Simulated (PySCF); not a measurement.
CH4Se2.

```xyz
7

Se     0.3513     0.7460     0.6399
C      2.1145     0.4774    -0.1940
H      2.7851     1.2190     0.2664
H      2.0518     0.6537    -1.2750
H      2.4837    -0.5352     0.0123
Se    -0.9204    -0.8113    -0.5847
H     -0.6595    -1.9830     0.2851
```

Geometry optimised at B3LYP-D3(BJ)/def2-SVP. The values are those of a single conformer.

Level of theory: PBE/pcSseg-1 run with PySCF. Non-relativistic, no solvent.

Computed absolute GIAO shielding of each atom: isotropic value and principal components (ppm):
```tsv
atom	σ(iso)	σ11	σ22	σ33	span
Se1	1370.3	982.5	1197.2	1931.2	948.7
C2	152.5	123.1	152.5	182.0	58.9
H3	29.5	23.7	25.7	39.0	15.3
H4	28.8	23.6	26.7	35.9	12.3
H5	28.8	23.8	26.7	36.0	12.3
Se6	1532.9	1058.5	1437.7	2102.4	1044.0
H7	27.6	17.5	25.0	40.4	22.9
```
